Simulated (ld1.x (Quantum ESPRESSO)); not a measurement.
## Cd (Z = 48), TM: configuration errors across variants

```json
{"Element": "Cd (Z = 48)", "Generator": "ld1.x (Quantum ESPRESSO) 7.5", "Type": "norm-conserving Troullier–Martins (Kleinman–Bylander form)", "Functional": "PBEsol", "Relativity": "fully relativistic", "Frozen core": "[Ar] 3d10 4s2", "Valence charge": "18", "Reference configuration": "4p6 4d10 5s1.5 5p0 (charge +0.5)", "Partial waves": "5s (bound): rc 1.70 bohr; 4p (bound): rc 0.85 bohr; 4d (bound): rc 1.85 bohr", "Local potential": "all-electron potential smoothed inside 1.55 bohr (lloc = -2)", "Core correction": "none"}
```

Open shells are filled in proportion to 2j + 1 (rel_dist='average').

All-electron excitation energies from the reference (eV): (1) 4p6 4d10 5s2 5p0 -3.732; (2) 4p6 4d10 5s0 5p0 22.675; (3) 4p6 4d10 5s1 5p1 0.991; (4) 4p6 4d9 5s0 5p0 60.671; (5) 4p6 4d10 5s0 5p2 6.019.

Tests that are not counted but printed errors over 1 eV. “base”: 4p6 4d10 5s1 5p0 (solver errors, printed error +5.8 eV); 4p5 4d10 5s2 5p0 (solver errors, printed error -3298 eV).

A true bound ghost makes a file unfit for plane-wave use even where its test errors are small: the radial tests pick states by their node count and pass the ghost by. Where a test does run into it, the solver fails or the error is huge.

Errors AE − PS in meV (a dash: test not solved or not reliable):

| change | (1) | (2) | (3) | (4) | (5) | bound ghosts |
| --- | --- | --- | --- | --- | --- | --- |
| base | +13 | -5.4 | -60 | +7.0 | -147 | s |
| local potential all-electron potential smoothed inside 0.78 bohr (lloc = -2) | +0.5 | -5.3 | +40 | +20 | +90 | s |
| local potential all-electron potential smoothed inside 1.00 bohr (lloc = -2) | 0.0 | -5.4 | +20 | +18 | +44 | s |
| local potential all-electron potential smoothed inside 1.10 bohr (lloc = -2) | -0.2 | -5.3 | -13 | +18 | -35 | s |
| local potential all-electron potential smoothed inside 1.34 bohr (lloc = -2) | -1.0 | -5.3 | -2.2 | +14 | -8.8 | s |
| local potential all-electron potential smoothed inside 1.72 bohr (lloc = -2) | +1.1 | -5.5 | -145 | -6.3 | -351 | none |
| local potential all-electron potential smoothed inside 1.92 bohr (lloc = -2) | +0.7 | -5.8 | -238 | -24 | -575 | none |
| local potential all-electron potential smoothed inside 2.10 bohr (lloc = -2) | +0.4 | -6.3 | -352 | -50 | -854 | none |

**Question.** Give the same row for: local potential all-electron potential smoothed inside 1.56 bohr (lloc = -2).

**Answer.** +3.8, -5.4, -75, +5.0, -182; bound ghosts: s.
